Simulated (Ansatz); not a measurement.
A single point on C2H7AlFN.

```yaml
crystal:
  periodic: [false, false, false]
  atoms:
    - {symbol: C, position_ang: [-0.921173, -0.039086, 1.160762]}
    - {symbol: N, position_ang: [-0.176764, -0.235484, -0.064523]}
    - {symbol: Al, position_ang: [1.376294, 0.991427, -0.459591]}
    - {symbol: C, position_ang: [-0.490800, -1.155472, -0.871431]}
    - {symbol: F, position_ang: [1.808881, 0.304596, -1.934195]}
    - {symbol: H, position_ang: [-0.234669, -0.127776, 2.005083]}
    - {symbol: H, position_ang: [-1.323949, 0.975693, 1.166359]}
    - {symbol: H, position_ang: [-1.733409, -0.762102, 1.264427]}
    - {symbol: H, position_ang: [0.651523, 2.410747, -0.543936]}
    - {symbol: H, position_ang: [2.353282, 0.676804, 0.762463]}
    - {symbol: H, position_ang: [0.094967, -1.267633, -1.779732]}
    - {symbol: H, position_ang: [-1.327283, -1.826812, -0.671587]}
basis:
  gaussian: {orbitals: def2-QZVPP}
correlation: {method: mp2}
```

```sh
$ ansatz run in.yaml --threads 4 --pin off --events-out ev --progress --plain --max-ram 10444MiB
```

Output, abridged:

```
Functional definition: HF
3017 factors; integrals over basis functions are off by at most 9.8e-4 eV
mean field evaluation 1: about -12943.7041 eV, gradient 4.1e1 eV
mean field evaluation 2: about -12943.8402 eV, gradient 4.1e1 eV
mean field evaluation 4: about -12947.6657 eV, gradient 4.2e0 eV
mean field evaluation 8: about -12947.7262 eV, gradient 2.8e-1 eV
mean field -12947.72644011 eV, -475.8201703900 hartree, gradient 1.6e-6 eV, S^2 0.000000; 0 other end points of the search recorded, 0 dependent functions left out
9 core orbitals not correlated: weight in the atoms' cores, before any rotation towards them, 1.000 or more for the frozen orbitals, at most 0.000 for the correlated occupied ones
reference -12947.72644011 eV, -475.8201703900 hartree; 15, 15 occupied and 484, 484 virtual orbitals, 3017 factors
second order -25.92240180 eV of doubles, -0.00000000 eV of singles
Total energy: -12973.64884191 eV, -476.7728010851 hartree
```

Run time 23 s (4 threads of an Arm Neoverse V2 on a shared host); peak host memory 3.4 GiB.
